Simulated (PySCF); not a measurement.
PySCF job for AlHFCl, SMILES [AlH]([Cl])[F], TDDFT-LC-ωPBE/def2-SVPD. The structure is a stationary point at PBE-D3(BJ)/def2-TZVP.

```python
import numpy as np
from pyscf import gto, scf, dft, tdscf

mol = gto.M(
    atom='''
    Al   -0.50803545   -0.55772676   -0.00000000
    H    -2.03824439   -0.91453762    0.00000000
    F     0.61981878   -1.77431388    0.00000000
    Cl    0.18025508    1.41963591    0.00000000
    ''',
    basis='def2-SVPD',
    charge=0,
    spin=0,
    symmetry=True,
    max_memory=1600,
    verbose=4,
)
mf = dft.RKS(mol, xc='lc_wpbe').density_fit(auxbasis='def2-universal-jkfit')
mf.grids.level = 3
mf.conv_tol = 1e-9
mf.max_cycle = 100
mf.kernel()
mf.grids = dft.Grids(mol).set(level=1).build(with_non0tab=True)  # coarser grid for the response kernel
td = tdscf.TDDFT(mf)
td.singlet = True
td.nstates = 10
td.conv_tol = 1e-4
td.kernel(x0=td.get_init_guess(mf, 15))
td.analyze()
tt = tdscf.TDA(mf)
tt.singlet = False
tt.nstates = 4
tt.conv_tol = 1e-4
tt.kernel(x0=tt.get_init_guess(mf, 9))
tt.analyze(verbose=3)
```

Output:

```
PySCF version 2.14.0

[INPUT] verbose = 4
[INPUT] num. atoms = 4
[INPUT] num. electrons = 40
[INPUT] charge = 0
[INPUT] spin (= nelec alpha-beta = 2S) = 0
[INPUT] symmetry True subgroup None
[INPUT] Mole.unit = angstrom
[INPUT] Symbol           X                Y                Z      unit          X                Y                Z       unit  Magmom
[INPUT]  1 Al    -0.508035450000  -0.557726760000   0.000000000000 AA   -0.960047862070  -1.053950828741   0.000000000000 Bohr   0.0
[INPUT]  2 H     -2.038244390000  -0.914537620000   0.000000000000 AA   -3.851723672031  -1.728225632412   0.000000000000 Bohr   0.0
[INPUT]  3 F      0.619818780000  -1.774313880000   0.000000000000 AA    1.171287741062  -3.352967292214   0.000000000000 Bohr   0.0
[INPUT]  4 Cl     0.180255080000   1.419635910000   0.000000000000 AA    0.340632733762   2.682723066498   0.000000000000 Bohr   0.0

nuclear repulsion = 127.166307713087
point group symmetry = Cs
symmetry origin: [6.61404143e-09 2.36215776e-09 0.00000000e+00]
symmetry axis x: [ 1.00000000e+00 -1.46282563e-09  0.00000000e+00]
symmetry axis y: [1.46282563e-09 1.00000000e+00 0.00000000e+00]
symmetry axis z: [0. 0. 1.]
num. orbitals of irrep A' = 58
num. orbitals of irrep A" = 24
number of shells = 34
number of NR pGTOs = 130
number of NR cGTOs = 82
basis = def2-SVPD
ecp = {}


[settings echo left out]
init E= -802.509820620693
HOMO (A') = -0.416976396923348  LUMO (A') = -0.0315052506680238  gap/eV = 10.48920
cycle= 1 E= -802.581312528499  delta_E= -0.0715  |g|= 0.604  |ddm|= 1.92
HOMO (A') = -0.398663458497222  LUMO (A") = 0.00645165396876735  gap/eV = 11.02374
cycle= 2 E= -802.583636175952  delta_E= -0.00232  |g|= 0.708  |ddm|= 0.942
HOMO (A') = -0.451379081808008  LUMO (A") = 0.0182270182706326  gap/eV = 12.77863
cycle= 3 E= -802.661627651022  delta_E= -0.078  |g|= 0.0499  |ddm|= 0.407
HOMO (A') = -0.458666035148268  LUMO (A") = 0.0282036117509596  gap/eV = 13.24840
cycle= 4 E= -802.662380840803  delta_E= -0.000753  |g|= 0.0182  |ddm|= 0.0855
HOMO (A') = -0.455118656630626  LUMO (A") = 0.0292513990386936  gap/eV = 13.18038
cycle= 5 E= -802.66250706957  delta_E= -0.000126  |g|= 0.00269  |ddm|= 0.0327
HOMO (A') = -0.455573089495523  LUMO (A") = 0.0289086300530554  gap/eV = 13.18342
cycle= 6 E= -802.662511457977  delta_E= -4.39e-06  |g|= 0.000633  |ddm|= 0.00722
HOMO (A') = -0.455513709368608  LUMO (A") = 0.0288768573044629  gap/eV = 13.18094
cycle= 7 E= -802.662511702318  delta_E= -2.44e-07  |g|= 0.000143  |ddm|= 0.00175
HOMO (A') = -0.455547750550104  LUMO (A") = 0.0288693000425715  gap/eV = 13.18166
cycle= 8 E= -802.662511714078  delta_E= -1.18e-08  |g|= 3.3e-05  |ddm|= 0.000389
HOMO (A') = -0.455543540308825  LUMO (A") = 0.0288749485869357  gap/eV = 13.18170
cycle= 9 E= -802.662511714901  delta_E= -8.23e-10  |g|= 8.46e-06  |ddm|= 9.54e-05
HOMO (A') = -0.455544050643037  LUMO (A") = 0.0288746444860069  gap/eV = 13.18170
Extra cycle  E= -802.662511714958  delta_E= -5.73e-11  |g|= 3.92e-06  |ddm|= 1.96e-05
converged SCF energy = -802.662511714958
tot grids = 20440


******** <class 'pyscf.tdscf.rks.TDDFT'> for <class 'pyscf.df.df_jk.DFSymAdaptedRKS'> ********
nstates = 10 singlet
deg_eia_thresh = 1.000e-03
wfnsym = None
conv_tol = 0.0001
eigh lindep = 1e-12
eigh level_shift = 0
eigh max_cycle = 100


Excitation energies (eV)
[7.41554189 7.9848436  8.24705515 8.29047176 8.45224314 8.95015877
 9.75884641 9.76769542 9.94554444 9.98857757]

** Singlet excitation energies and oscillator strengths **
Excited State   1:   A"      7.41554 eV    167.20 nm  f=0.0355
      18 -> 21       -0.23580
      20 -> 21       -0.65093
Excited State   2:   A"      7.98484 eV    155.27 nm  f=0.0100
      18 -> 21        0.64447
      20 -> 21       -0.22627
Excited State   3:   A'      8.24706 eV    150.34 nm  f=0.0562
      18 -> 22       -0.21907
      18 -> 23        0.11343
      19 -> 21       -0.47198
      20 -> 22        0.38035
      20 -> 23       -0.19037
Excited State   4:   A'      8.29047 eV    149.55 nm  f=0.0481
      19 -> 21        0.46162
      20 -> 22        0.41921
      20 -> 23       -0.23836
      20 -> 24       -0.13676
Excited State   5:   A"      8.45224 eV    146.69 nm  f=0.0864
      19 -> 22        0.59479
      19 -> 23       -0.30961
      19 -> 32        0.10428
Excited State   6:   A'      8.95016 eV    138.53 nm  f=0.1609
      18 -> 22       -0.49951
      18 -> 23        0.27586
      20 -> 22       -0.19675
      20 -> 23        0.13640
      20 -> 24       -0.26221
Excited State   7:   A"      9.75885 eV    127.05 nm  f=0.0374
      15 -> 21        0.25673
      16 -> 22        0.11490
      17 -> 21       -0.61155
Excited State   8:   A'      9.76770 eV    126.93 nm  f=0.5673
      18 -> 22       -0.14098
      18 -> 23        0.22990
      18 -> 24        0.41491
      20 -> 23        0.15803
      20 -> 24        0.38295
Excited State   9:   A"      9.94554 eV    124.66 nm  f=0.0000
      15 -> 21        0.63540
      15 -> 27       -0.10428
      17 -> 21        0.24188
Excited State  10:   A'      9.98858 eV    124.13 nm  f=0.0092
      15 -> 22       -0.18400
      18 -> 22        0.18854
      18 -> 24        0.10881
      20 -> 22        0.22398
      20 -> 23        0.42928
      20 -> 24       -0.33174

** Transition electric dipole moments (AU) **
state          X           Y           Z        Dip. S.      Osc.
  1        -0.0000     -0.0000     -0.4423      0.1956      0.0355
  2        -0.0000      0.0000      0.2266      0.0514      0.0100
  3         0.4899      0.1953     -0.0000      0.2782      0.0562
  4         0.4229     -0.2406     -0.0000      0.2367      0.0481
  5        -0.0000      0.0000      0.6461      0.4174      0.0864
  6        -0.7308     -0.4470      0.0000      0.7338      0.1609
  7         0.0000     -0.0000      0.3953      0.1563      0.0374
  8        -0.5384     -1.4425     -0.0000      2.3706      0.5673
  9         0.0000     -0.0000      0.0026      0.0000      0.0000
 10         0.0946      0.1698     -0.0000      0.0378      0.0092

** Transition velocity dipole moments (imaginary part, AU) **
state          X           Y           Z        Dip. S.      Osc.
  1        -0.0000      0.0000     -0.1195      0.0143      0.0349
  2         0.0000     -0.0000      0.0659      0.0043      0.0099
  3         0.1488      0.0596      0.0000      0.0257      0.0565
  4         0.1302     -0.0745      0.0000      0.0225      0.0492
  5         0.0000     -0.0000      0.1978      0.0391      0.0839
  6        -0.2441     -0.1481      0.0000      0.0815      0.1652
  7        -0.0000      0.0000      0.1435      0.0206      0.0383
  8        -0.1953     -0.5251      0.0000      0.3138      0.5829
  9        -0.0000      0.0000     -0.0007      0.0000      0.0000
 10         0.0277      0.0635      0.0000      0.0048      0.0087

** Transition magnetic dipole moments (imaginary part, AU) **
state          X           Y           Z
  1        -0.7187      1.2214      0.0000
  2         0.5891     -0.6637     -0.0000
  3         0.0000      0.0000      0.2738
  4         0.0000      0.0000      0.1141
  5        -0.5017     -0.1670     -0.0000
  6         0.0000      0.0000      1.0557
  7        -0.5999     -0.6516      0.0000
  8        -0.0000     -0.0000     -1.8983
  9         0.5767      0.0509      0.0000
 10         0.0000      0.0000      0.6352


******** <class 'pyscf.tdscf.rks.TDA'> for <class 'pyscf.df.df_jk.DFSymAdaptedRKS'> ********
nstates = 4 triplet
deg_eia_thresh = 1.000e-03
wfnsym = None
conv_tol = 0.0001
eigh lindep = 1e-12
eigh level_shift = 0
eigh max_cycle = 100


Excitation energies (eV)
[6.58117014 7.30521097 7.52305715 7.72199194]

** Triplet excitation energies and oscillator strengths **
Excited State   1:   A"      6.58117 eV    188.39 nm  f=0.0000
Excited State   2:   A'      7.30521 eV    169.72 nm  f=0.0000
Excited State   3:   A'      7.52306 eV    164.81 nm  f=0.0000
Excited State   4:   A"      7.72199 eV    160.56 nm  f=0.0000
```

Self-consistency was reached.
